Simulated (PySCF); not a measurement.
WO2(OSiMe3)2, C6H18O4Si2W (singlet state).
Structure used (PBE0-D3(BJ)/def2-SVP), in Å, numbered top down from 1:
```
atom  x, y, z in Å
W1     0.8631    0.0477    0.5977
O2     0.9912   -0.3374    2.2603
O3     2.4224    0.5115    0.0701
O4    -0.3140    1.4773    0.3876
Si5   -1.1008    2.8296    1.0602
C6    -2.2433    2.1864    2.3908
C7    -2.0248    3.6396   -0.3451
C8     0.2314    3.9343    1.7635
H9    -2.7476    3.0129    2.9162
H10   -1.6758    1.6059    3.1356
H11   -3.0182    1.5303    1.9647
H12   -2.7461    2.9393   -0.7938
H13   -2.5802    4.5239    0.0053
H14   -1.3276    3.9634   -1.1330
H15    0.8106    3.4019    2.5346
H16    0.9302    4.2571    0.9761
H17   -0.2017    4.8351    2.2266
O18    0.3313   -1.4623   -0.3595
Si19   0.8431   -2.8417   -1.2213
C20    1.4409   -2.2444   -2.8875
C21   -0.6490   -3.9543   -1.3612
C22    2.2259   -3.6175   -0.2337
H23    1.7978   -3.0834   -3.5059
H24    2.2740   -1.5342   -2.7651
H25    0.6348   -1.7348   -3.4379
H26   -1.4728   -3.4405   -1.8803
H27   -0.4062   -4.8675   -1.9275
H28   -1.0073   -4.2551   -0.3647
H29    3.0619   -2.9093   -0.1176
H30    1.8818   -3.9053    0.7719
H31    2.6134   -4.5194   -0.7337
```

Method: TDDFT CAM-B3LYP/def2-SVPD, vertical, gas phase, core orbitals frozen in the response, def2 core potentials past Kr (PySCF). Spin–orbit coupling is left out.

Frontier orbitals with the atoms that hold most of them (Löwdin shares over 4%, at most four atoms; ? is withheld):

```csv
orbital,ε (eV),atoms
LUMO+2,0.59,"W1 22%, Si5 7%, Si19 7%, O18 6%"
LUMO+1,0.29,"W1 57%, O3 14%, O2 14%, O4 5%"
LUMO,-0.06,?
HOMO,?,?
HOMO-1,-9.90,"C20 13%, C6 12%, O4 10%, O18 10%"
HOMO-2,-9.93,"C8 14%, C22 13%, O4 10%, O18 9%"
HOMO-3,-10.03,"O2 13%, O3 13%, C21 9%, C6 9%"
```

Task: Give the leading atoms of the HOMO.

Result: O2 (bonded to W) 32%; O3 (bonded to W) 31%; C20 (bonded to Si and 3 H) 6%; O18 (bonded to Si and W) 6%. By element: oxygen 68% or more, carbon 6% or more.

Task: Which atoms hold the LUMO, and with what shares?

Result: W1 (bonded to 4 O) 57%; O18 (bonded to Si and W) 11%; O4 (bonded to Si and W) 11%; O3 (bonded to W) 8%. By element: tungsten 57%, oxygen 30% or more.

Task: What is the HOMO energy, and the HOMO–LUMO gap?

Result: ε(HOMO) = -9.84 eV; the gap is 9.78 eV (0.3592 hartree).

Task: How does S1 compare with the orbital gap of 9.78 eV?

Result: S1 is at 5.65 eV (f = 0.0021), 4.13 eV below the gap, made of HOMO→LUMO+1 (69%), HOMO-3→LUMO+1 (19%). Its leading pair isn't HOMO and LUMO; the energies of that pair differ by 10.13 eV. 

For S1 the Löwdin share of tungsten is at most 6% in HOMO and 57% in LUMO+1 (ligand-to-metal charge transfer by this measure).

Next come S2 at 5.78 eV (f 0.0072), HOMO→LUMO (65%), HOMO-3→LUMO (18%); S3 at 6.22 eV (f 0.0002), HOMO-1→LUMO (59%), HOMO-6→LUMO (27%), HOMO-7→LUMO (8%); S4 at 6.44 eV (f 0.022), HOMO-5→LUMO (60%), HOMO-3→LUMO (15%); S5 at 6.60 eV (f 0.0008), HOMO-7→LUMO (21%), HOMO-6→LUMO+1 (18%), HOMO-1→LUMO+1 (18%).

Löwdin shares depend on the basis, the more so with diffuse functions.

Hardware: 2 threads, AMD EPYC 9R45 (x86_64) (shared host). Cost: 2.6 min wall, 5.7 min CPU (with the writing of density and orbital grids), 4.5 GiB resident at most.
